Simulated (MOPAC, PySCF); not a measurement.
C₄H₆OSi, SMILES `[SiH3]c1ccco1`, neutral singlet in the gas phase. 

Z-matrix (Å, degrees):
```
C
C 1 1.3632
O 1 1.3678 2 108.71
C 3 1.3460 1 107.70 2 0.00
C 4 1.3545 3 110.75 1 0.00
H 4 1.0779 3 116.11 1 180.00
H 5 1.0781 4 126.57 6 0.00
H 2 1.0789 1 125.71 3 180.00
Si 1 1.8545 2 132.03 8 0.00
H 9 1.4842 1 106.54 2 0.00
H 9 1.4858 10 109.76 1 -120.47
H 9 1.4858 10 109.76 11 -119.07
```
Charge 0, multiplicity 1.

All levels are single points at this geometry (PBE0-D3(BJ)/def2-TZVP); Pople sets use spherical d functions. Orbital energies aren't observables, and empty levels follow the basis.

| level | HOMO (eV) | LUMO (eV) | gap (eV) | dipole (D) | vertical IE, Delta-SCF (eV) |
|---|---|---|---|---|---|
| PBE-D3(BJ)/def2-TZVP in PySCF | -5.78 | -1.22 | 4.56 | 1.06 | 8.68 |
| TPSSh-D3(BJ)/def2-TZVP in PySCF | -6.17 | -0.71 | 5.46 | 1.09 | 8.62 |
| B3LYP/6-311+G** in PySCF | -6.61 | -0.56 | 6.04 | 1.08 | – |
| B3LYP/6-31G* in PySCF | -6.27 | -0.04 | 6.23 | 1.12 | 8.55 |
| B3LYP/LANL2DZ in PySCF | -6.59 | -0.24 | 6.35 | 1.09 | – |
| BP86/6-31G* in PySCF | -5.57 | -0.88 | 4.69 | 1.10 | – |
| M06-2X/6-31G* in PySCF | -7.64 | 1.04 | 8.68 | 1.03 | – |
| SVWN5/6-31G* in PySCF | -5.63 | -0.95 | 4.67 | 1.08 | 8.71 |
| HF/6-31G* in PySCF | -8.63 | 3.72 | 12.36 | 1.30 | 7.41 |
| HF/STO-3G in PySCF | -6.85 | 7.85 | 14.70 | 0.36 | – |
| AM1 in MOPAC | -9.33 | 0.68 | 10.01 | 0.30 | – |
| PM3 in MOPAC | -9.04 | 0.30 | 9.35 | 0.36 | – |
| PM6 in MOPAC | -9.46 | 0.20 | 9.65 | 0.32 | – |
